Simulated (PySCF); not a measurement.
# Zn₂Te, singlet: computed properties

Computed with B3LYP in PySCF with Te def2-SVP with ECP28, Zn def2-SVP; scalar-relativistic core potentials, no spin–orbit coupling; density-fitted integrals.

The structure is a minimum.

```xyz
3
charge 0 multiplicity 1, angstrom
Te    0.0000    0.0000    0.0000
Zn    2.5669    0.0000    0.0000
Zn   -2.5669    0.0000    0.0000
```

| Property | Result |
| --- | --- |
| Point group | D∞h |
| Bond lengths | Te–Zn 2.567 Å (×2) |
| Bond angles | Zn–Te–Zn 180.0° |
| Entropy at 298.15 K and 1 bar | 322.6 J/(mol K) |
| Highest occupied level | -5.34 eV |
| Lowest empty level | -3.43 eV |
| Dipole moment | 0.00 D |
| Principal polarisabilities | 52.2, 52.2, 288.6 bohr³ |
| Zero-point energy | 2.4 kJ/mol |
| Principal quadrupole moments (Buckingham, traceless) about the centre of mass | -11.50, -11.50, 23.00 D Å |
| Atomisation energy without zero-point energy | 137 kJ/mol |
| Rotational symmetry number | 2 |
| Rotational constants | 0.02001 cm⁻¹ |
| Heat capacity Cp at 298.15 K | 61.5 J/(mol K) |
| Enthalpy at 298.15 K above 0 K | 16.45 kJ/mol |

Harmonic modes (masses in u: Te 129.906, Zn 63.929):
| symmetry | ω (cm⁻¹) | IR (km/mol, summed over degenerate members) | μ (u) | type |
| --- | --- | --- | --- | --- |
| πu | 41 | 15.0 | 85.46 | bend |
| σg+ | 159 | 0.0 | 63.93 | stretch |
| σu+ | 163 | 13.0 | 85.46 | stretch |

In D∞h the vibrations span πu + σg+ + σu+. The σg+ mode carries no infrared intensity, as symmetry demands. With a centre of inversion only u modes can be infrared active and only g modes Raman active.

Charges (e):
| atom | Mulliken | Löwdin | polar tensor | Mayer order to Te1 |
| --- | --- | --- | --- | --- |
| Te1 | -0.44 | -0.57 | -0.16 | – |
| Zn2,3 | 0.22 | 0.29 | 0.08 | 0.78 |
Other Mayer orders above 0.3: Zn–Zn 0.36.

Mulliken populations on Te1 (electrons outside its core potential): s 3.89, p 10.50, d 10.05.

This need not be the most stable arrangement of these atoms.

The final relaxation and frequency run took 29 s on 2 threads of a shared Arm Neoverse N1 host, with 88 basis functions and 6 gradients; the process peaked at 0.87 GiB. Launch command: `OMP_NUM_THREADS=2 python axn.py task.json out`.
